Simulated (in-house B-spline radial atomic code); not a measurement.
Two electrons outside the 1s2 core: Rb33+

Computed with a B-spline radial code for spherical atoms: configuration interaction (CI) of the two valence electrons in the field of the frozen Dirac-Fock core, alone and with many-body perturbation theory for the core (screened one- and two-electron correlation potentials), Breit and QED terms; no-pair Dirac Hamiltonian, finite nucleus. Labels give the configuration (outer n counted up each series) and the leading LS term, or the jj pair where no LS term holds 70 %.

Command:
```bash
python run_mb.py task.json out
```
Settings (nuclear radius in fm, box in bohr, cutoff in hartree):
```
basis_form          3
Z                   37
core_configuration  1s2
rms_radius          4.2036
mass_number         85
speed_of_light      137.036
box_radius          2.571
lmax                6
intervals           57
virtual_cutoff      2738.0
```

Run time, properties included: 2.2 min on 1 thread of Arm Neoverse N1, on a shared host.

Excitation energies (eV):

```csv
level,purity of the LS term,CI alone,CI + MBPT + Breit + QED
2s2 1S0,0.997,0,0
2s2p 3P°0,1.0,?,?
2s2p 3P°1,0.884,76.309,75.764
2s2p 3P°2,1.0,137.61,135.57
2s2p 1P°1,0.883,183.27,181.4
2p2 3P0,0.808,185.02,184.74
2p2 3P1,1.0,241.81,239.96
"2p2 (1/2,3/2)2",0.533 (1D),253.23,250.41
"2p2 (3/2,3/2)2",0.534 (3P),321.92,317.98
2p2 1S0,0.809,?,?
2s3s 3S1,1.0,2380.2,2377.7
2s3s 1S0,0.998,2393.1,2390.8
```

Problem. Where does 2s2p 3P°0 lie?

Solution. 64.616 eV in CI alone and 64.672 eV with all corrections.

Problem. Where does 2p2 1S0 lie?

Solution. 355.92 eV in CI alone and 353.4 eV with all corrections.

Problem. What is the first ionisation energy?

Solution. 4216 eV to the 2s1/2 state of the next ion (4219.4 eV from CI alone). NIST lists 4214 ± 4 eV (semi-empirical).

Some electric-dipole lines (reduced elements in atomic units, length form; vacuum wavelengths from the computed energies):

| upper | lower | D bare (size) | D with core polarisation (size) | λ (nm) | A (s⁻¹) |
| --- | --- | --- | --- | --- | --- |
| 2s2p 3P°1 | 2s2 1S0 | 0.0554 | 0.0553 | 16.364 | 4.7e+08 |
| 2s2p 1P°1 | 2s2 1S0 | 0.175 | 0.175 | 6.8348 | 6.4e+10 |
| 2p2 3P0 | 2s2p 3P°1 | 0.124 | 0.124 | 11.378 | 2.1e+10 |
| 2p2 3P1 | 2s2p 3P°1 | 0.0971 | 0.0969 | 7.5508 | 1.5e+10 |
| 2p2 (1/2,3/2)2 | 2s2p 3P°1 | 0.152 | 0.152 | 7.0992 | 2.6e+10 |
| 2p2 (3/2,3/2)2 | 2s2p 3P°1 | 0.0299 | 0.0298 | 5.1188 | 2.7e+09 |

Weak lines are less accurate than strong ones.
